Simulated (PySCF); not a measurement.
## Exercise with solution: oscillator strength and radiative lifetime

Al(F)(OMe)(SiH3) (CH6AlFOSi), SMILES C[O][Al]([F])[SiH3].

The structure is a stationary point at B3LYP-D3(BJ)/def2-SVP. The structure was generated by enumeration; whether it is a known compound was not checked. The values are those of a single conformer.

PySCF with TDA-ωB97X/def2-SVPD puts the first singlet state with f over 0.02 at 6.55 eV (vertical), with the transition dipole (-0.197, -0.556, 0.465) in atomic units.

Find the oscillator strength, the wavelength and the radiative lifetime that this transition would have in vacuum if emission retraced absorption.


|μ|² = 0.5642 au, so |μ| = 1.91 D. ΔE = 6.55/27.211 = 0.2407 hartree. f = (2/3) ΔE |μ|² = 0.091 (the program prints 0.091).
λ = 1239.84/6.55 = 189 nm; ν = 52829 cm⁻¹.
Einstein's coefficient A = 0.6670 ν² f s⁻¹ (ν in cm⁻¹) = 1.7e8 s⁻¹, so τ = 1/A = 5.9 ns. This state is S1. The figure is the radiative limit of this one transition; relaxation, internal conversion, crossing to triplets and a medium change what is measured.
